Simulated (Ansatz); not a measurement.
Several settings on one geometry of [GeMe3]- (C₃H₉Ge⁻) (that of the charge -1 singlet, B3LYP-D4/def2-SVPD). Ansatz on 2 threads of Arm Neoverse V1 on a shared host; times are rough.

```xyz
13

Ge    0.0037    0.0032    1.1507
C     1.7582   -0.0059    0.0554
H     2.3780    0.8767    0.2903
H     1.5519    0.0027   -1.0326
H     2.3593   -0.9044    0.2790
C    -0.8738    1.5256    0.0595
H    -0.7836    1.3423   -1.0289
H    -0.3971    2.4964    0.2802
H    -1.9471    1.6188    0.2999
C    -0.8838   -1.5190    0.0673
H    -1.9616   -1.5901    0.2946
H    -0.4275   -2.4952    0.3065
H    -0.7766   -1.3510   -1.0220
```

Totals from different functionals, basis sets or treatments of relativity can't be compared as stabilities.

DK, ANO-RCC and x2c sets are all-electron and run with scalar relativity unless a key says otherwise. The 6-31G sets use Cartesian d functions. LC-ωPBE has ω = 0.4 bohr⁻¹. Correlated methods freeze 12 core orbitals; core or outer-core shells of Ge are correlated, in sets that lack core-valence functions. A multiply charged anion in the gas phase is held together partly by the finite basis.

Scalar relativity in a set contracted without it gives distorted totals.

The spins typed aren't always the lowest for that charge.

Give the basis size and estimate the energy, ⟨S²⟩ and time of these runs.

```
run                          method  charge    state                                                                                                              further keys
  1         RKS PBE0-DH/def2-mTZVPP      -1  singlet  fitting: {mean_field: cc-pVTZ-jkfit}; nuclear_model: gaussian; scf: {omitted_lower_state_checks: [starts]}; forces asked
  2              RKS B3LYP5/cc-pVTZ      -1  singlet                                                           final_grid: {core_spheres: 20, valence_spheres: 16, degree: 47}
  3               RKS LC-ωPBE/6-31G      -1  singlet                         pseudopotentials: {relativity: scalar}; scf: {omitted_lower_state_checks: [starts]}; forces asked
  4    UKS BLYP-D3(BJ)/x2c-TZVPPall      -1  singlet                                                                 scf: {omitted_lower_state_checks: [starts]}; forces asked
  5  UKS RPBE-D3(BJ)-ATM/cc-pVTZ-DK      -2  doublet                                                                               scf: {omitted_lower_state_checks: [starts]}
```


```csv
run,functions,energy (Eh),⟨S²⟩,wall time
1,138,-2196.2474,–,7.5 s
2,259,-2196.6653,–,8.5 s
3,74,-2213.4089,–,2.7 s
4,267,-2218.6822,0.00,9.5 s
5,259,-2218.4151,0.75,12 s
```

The highest occupied level of an anion often lies above zero with these methods, and sets without diffuse functions describe the outer electron poorly.
